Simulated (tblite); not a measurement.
Species: C5H9O2PS.
Atom-mapped SMILES: `[CH3:1][O:2][C:3]1=[C:4]([CH3:5])[P@@:6]1(=[S:7])[CH2:8][OH:9]` (hydrogens: H10, H11, H12 on C1; H13, H14, H15 on C5; H16, H17 on C8; H18 on O9)

Computed geometry: GFN2-xTB, gas phase.

(1) What internal coordinates does the optimisation give?

## Answers

(1) 
```json
{"bond": "C1–O2", "length (Å)": "1.417"}
{"bond": "O2–C3", "length (Å)": "1.321"}
{"bond": "C3=C4", "length (Å)": "1.346"}
{"bond": "C4–C5", "length (Å)": "1.475"}
{"bond": "C4–P6", "length (Å)": "1.820"}
{"bond": "P6=S7", "length (Å)": "1.945"}
{"bond": "P6–C8", "length (Å)": "1.883"}
{"bond": "C8–O9", "length (Å)": "1.386"}
{"bond": "C3–P6", "length (Å)": "1.809"}
{"bond": "C1–H10, C1–H11, C1–H12", "length (Å)": "1.092"}
{"bond": "C5–H13, C5–H14, C5–H15", "length (Å)": "1.089"}
{"bond": "C8–H16", "length (Å)": "1.092"}
{"bond": "C8–H17", "length (Å)": "1.104"}
{"bond": "O9–H18", "length (Å)": "0.972"}
```

Bonds in one row agree within 0.01 Å and their mean is given. A selection of angles:
```json
{"angle": "C1–O2–C3", "degrees": "115.4"}
{"angle": "O2–C3–C4", "degrees": "141.2"}
{"angle": "O2–C3–P6", "degrees": "149.6"}
{"angle": "C4–C3–P6", "degrees": "68.6"}
{"angle": "C3–C4–C5", "degrees": "142.3"}
{"angle": "C3–C4–P6", "degrees": "67.8"}
{"angle": "C5–C4–P6", "degrees": "149.6"}
{"angle": "C4–P6–S7", "degrees": "129.3"}
{"angle": "C4–P6–C8", "degrees": "114.1"}
{"angle": "S7–P6–C8", "degrees": "112.5"}
{"angle": "C3–P6–C4", "degrees": "43.6"}
{"angle": "C3–P6–S7", "degrees": "128.4"}
{"angle": "C3–P6–C8", "degrees": "112.0"}
{"angle": "P6–C8–O9", "degrees": "109.6"}
{"angle": "H18–O9–C8", "degrees": "108.8"}
```

Dihedral angles: C1–O2–C3–C4 180° (antiperiplanar); O2–C3–C4–C5 2° (synperiplanar); C3–C4–P6–S7 108° (anticlinal); C4–P6–C8–O9 -116° (anticlinal); O2–C3–P6–C4 171° (antiperiplanar); H18–O9–C8–P6 -48° (synclinal).

The 2 C–C bonds span 1.346 Å (C3=C4, drawn double) to 1.475 Å (C4–C5, drawn single), a spread of 0.129 Å. The 3-membered ring C3–C4–P6 has internal angles of 43.6° to 68.6°. O9 (alcohol oxygen) is bent (angle 108.8°). The C–O distances run from 1.321 Å (O2–C3, drawn single) to 1.417 Å (C1–O2, drawn single), a spread of 0.096 Å. O2 (ether oxygen) is bent (angle 115.4°). Of the pairs four or more bonds apart, S7···H18 is among the closest relative to their van der Waals radii: 2.72 Å, 91 % of the sum of Bondi's values. The C–P distances run from 1.809 Å (C3–P6, drawn single) to 1.883 Å (P6–C8, drawn single), a spread of 0.074 Å.

Point group: C1 (no symmetry element, even within 0.4 Å). Its GFN2-xTB frequencies are all real (lowest 42 cm⁻¹). One conformer, not necessarily the lowest (C1–O2–C3–C4 180°, C4–P6–C8–O9 -116°, P6–C8–O9–H -48°). 3 starts were optimised and ended at 0.00, 0.00 and 1.11 kcal/mol (GFN2-xTB); the lowest of these is shown.

Time: 1.3 s. Hardware: AMD EPYC 9R45, one thread, shared host. This is the geometry optimisation.
